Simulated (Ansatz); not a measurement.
Computed with Ansatz on PBE0-D4/def2-TZVP structures; ΔE is electronic, products minus reactants. CBS: MP2 limit from def2 TZ/QZ plus the TZ coupled-cluster correction, frozen cores. This one scheme is used for every species. DFT in def2-TZVPP. Each species was taken in one conformer, which may not be the lowest.

Consider the redistribution: `CO[SiH2]P` + `C[Si](C)(N)O` → `C[Si](C)(O)P` + `CO[SiH2]N`.

`CO[SiH2]P`:

Z-matrix (Å, degrees):
```
C
O 1 1.410
H 1 1.096 2 111.6
H 1 1.091 2 108.1 3 119.4
H 1 1.096 2 111.3 3 -121.4
Si 2 1.642 1 123.0 3 60.2
P 6 2.257 2 110.6 1 -61.6
H 6 1.482 2 105.4 1 174.8
H 6 1.492 2 110.9 1 55.5
H 7 1.420 6 94.4 2 -86.4
H 7 1.421 6 91.9 2 179.6
```

`C[Si](C)(N)O`:

Z-matrix (Å, degrees):
```
C
Si 1 1.861
H 1 1.093 2 111.1
H 1 1.093 2 110.7 3 120.1
H 1 1.093 2 111.0 3 -120.5
C 2 1.866 1 111.6 3 56.7
N 2 1.720 1 114.7 3 -63.9
O 2 1.654 1 103.5 3 177.4
H 6 1.093 2 110.3 1 58.8
H 6 1.094 2 111.5 1 -60.9
H 6 1.093 2 111.4 1 178.4
H 7 1.006 2 120.6 1 102.5
H 7 1.007 2 121.9 1 -47.6
H 8 0.959 2 115.2 1 166.2
```

`C[Si](C)(O)P`:

Z-matrix (Å, degrees):
```
C
Si 1 1.869
H 1 1.093 2 110.8
H 1 1.095 2 111.0 3 -119.5
H 1 1.092 2 111.1 3 120.1
C 2 1.867 1 109.9 3 59.9
O 2 1.657 1 110.2 3 -177.1
P 2 2.255 1 113.8 3 -61.8
H 6 1.093 2 111.1 1 -61.4
H 6 1.094 2 110.9 1 58.3
H 6 1.092 2 110.9 1 178.3
H 7 0.958 2 117.5 1 -45.2
H 8 1.423 2 92.6 1 53.6
H 8 1.421 2 94.0 1 -39.8
```

`CO[SiH2]N`:

```xyz
11

C     0.800    1.079   -1.091
O     0.846   -0.285   -0.751
Si    0.194   -0.877    0.638
N    -1.492   -0.694    0.826
H    -0.229    1.415   -1.264
H     1.242    1.707   -0.306
H     1.370    1.226   -2.010
H     0.790   -0.161    1.799
H     0.540   -2.313    0.587
H    -1.897    0.090    1.306
H    -2.165   -1.187    0.264
```

| level | ΔE (kJ/mol) |
| --- | --- |
| r2SCAN-D4 | 3.9 |
| PBE0 | 3.5 |
| MP2/def2-TZVPP | 0.8 |
| HF/CBS(def2) | 4.0 |

(1) What does CCSD(T)/CBS give? (An estimate is asked.)

Largest T1 diagnostic among the species: 0.012.

Answers

(1) The calculation gave: +2.4 kJ/mol. The listed levels differ from it by 1.5, 1.1, -1.6, 1.6 kJ/mol.
